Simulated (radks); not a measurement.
Results of a calculation; reference values are marked as such.
Effect of the nuclear size on the barium ion Ba2+, [Xe]. Code: a radial shooting solver on a logarithmic mesh with Libxc functionals. Model: Dirac Kohn-Sham, PBE, spin-unpolarised, spherical densities, finite nucleus; Fermi nuclear charge, rms radius 4.8378 fm. The rms radius is varied about that value; shifts are against it.

\begin{tabular}{lrrrrrrrrr}
rms radius (fm) & total energy shift (eV) & density at nucleus (e/bohr^3) & 1s1/2 shift (meV) & 2s1/2 shift (meV) & 4p1/2 shift (meV) & 5s1/2 shift (meV) & 5p1/2 shift (meV) & 5p3/2 shift (meV) & 6s1/2 (empty) shift (meV) \\ \hline
4.0928 & -2.39 & 3.333e+05 & -997 & -120 & 0.362 & -0.842 & 0.084 & 0.100 & -0.150 \\
4.5669 & -0.908 & 3.264e+05 & -378 & -45.5 & 0.137 & -0.319 & 0.032 & 0.038 & -0.057 \\
4.8378 & 0 & 3.227e+05 & 0.000 & 0.000 & 0.000 & 0.000 & 0.000 & 0.000 & 0.000 \\
5.0361 & 0.691 & 3.203e+05 & 288 & 34.6 & -0.105 & 0.243 & -0.024 & -0.029 & 0.043 \\
5.6554 & 2.99 & 3.132e+05 & 1250 & 150 & -0.453 & 1.05 & -0.104 & -0.125 & 0.187 \\
\end{tabular}

Slopes of the eigenvalues against <r^2> in GHz/fm^2, as finite differences over the two radii next to the reference (eigenvalue slopes, not the field-shift constants of lines): 1s1/2 35700, 2s1/2 4300, 4p1/2 -13.0, 5s1/2 30.2, 5p1/2 -3.00, 5p3/2 -3.58, 6s1/2 (empty) 5.36.
